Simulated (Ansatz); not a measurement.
Ansatz (a quantum-chemistry and plane-wave program) input file for FHI2OSi, SMILES O[Si](F)(I)I, CAM-B3LYP/def2-SVPD. Geometry optimised at PBE0-D3(BJ)/def2-SVP. This is a generated structure with no PubChem entry under its InChIKey; it may be hypothetical. The def2 effective core potentials stand for the cores of I; spin–orbit coupling is left out. One conformer was computed; it need not be the lowest.

Ansatz 0.2 input:
```yaml
crystal:
  periodic: [false, false, false]
  atoms:
    - {symbol: O, position_ang: [-1.63770371, -1.54884693, -0.44187474]}
    - {symbol: Si, position_ang: [-0.59946646, -0.56919357, 0.35803262]}
    - {symbol: F, position_ang: [-0.77620373, -0.75075919, 1.95120307]}
    - {symbol: I, position_ang: [1.63420475, -1.23452182, -0.24236992]}
    - {symbol: I, position_ang: [-1.04829376, 1.77100329, -0.10882070]}
    - {symbol: H, position_ang: [-2.57328896, -1.31719986, -0.42518308]}
basis:
  gaussian:
    orbitals: def2-SVPD
hamiltonian:
  xc: {name: CAM-B3LYP}
```

It prints:

```
WARN ansatz: RAYON_NUM_THREADS=1 ignored (pool sized by the plan → 1); use --threads N
Functional definition: CAM-B3LYP
integrals: 0.13 GiB planned
1513 factors; their error is unknown
integrals: 0.16 GiB planned
530 factors; integrals over basis functions are off by at most 4.0e-5 eV
mean field: 1.19 GiB planned
mean field evaluation 1: about -28852.1352 eV, gradient 5.7e1 eV
mean field evaluation 2: about -28847.1257 eV, gradient 7.9e1 eV
mean field evaluation 4: about -28857.5726 eV, gradient 2.4e0 eV
mean field evaluation 8: about -28857.5823 eV, gradient 1.6e-1 eV
mean field evaluation 16: about -28857.8319 eV, gradient 9.3e-5 eV
mean field -28857.83187973 eV, -1060.5057610391 hartree, gradient 2.9e-5 eV, S^2 0.000000; 0 other end points of the search recorded, 0 dependent functions left out
reference -28857.83202693 eV, -1060.5057664484 hartree; 41, 41 occupied and 107, 107 virtual orbitals, 1513 factors
Total energy: -28857.83202693 eV, -1060.5057664484 hartree
```

The run converged.

Cost: around 5 core-seconds (rough).
